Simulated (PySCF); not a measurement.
WHF: from structure and modes to constants

These are results of UPBE0/[W def2-TZVP with ECP60, H def2-TZVP, F def2-TZVP], scalar-relativistic core potentials, density fitting, no spin–orbit coupling, PySCF, not measurements.

The quintet minimum has Cs symmetry. Masses (u): W 183.95093, H 1.00782, F 18.99840.

```xyz
3
charge 0 multiplicity 5, angstrom
W    -0.0449    0.0661   -0.1503
H     0.4655   -0.6850   -1.6120
F     0.4088   -0.6016    1.5406
```

Harmonic wavenumbers (cm⁻¹): 504.6 (a', ×1), 663.3 (a', ×1), 1952.4 (a', ×1).

(1) What is the harmonic zero-point energy?

(2) Give the standard entropy (298.15 K, 1 bar) by its translational, rotational, vibrational and spin parts, and Cp.

## Answers

(1) Half the sum of all 3 wavenumbers, 3120/2 = 1560 cm⁻¹, which is 18.7 kJ/mol (1 cm⁻¹ = 0.0119627 kJ/mol).

(2) Sackur–Tetrode with M = 203.96 u gives 175.2; rotation with symmetry number 1 gives 85.9; vibration 4.2; spin R ln 5 = 13.4. The total is 278.7 J/(mol K), and Cp = 4 R + 9.0 = 42.3 J/(mol K).

This need not be the most stable arrangement of these atoms. Other spin states or occupations of the open shell can lie lower. With an element this heavy the missing spin–orbit coupling can shift these numbers.
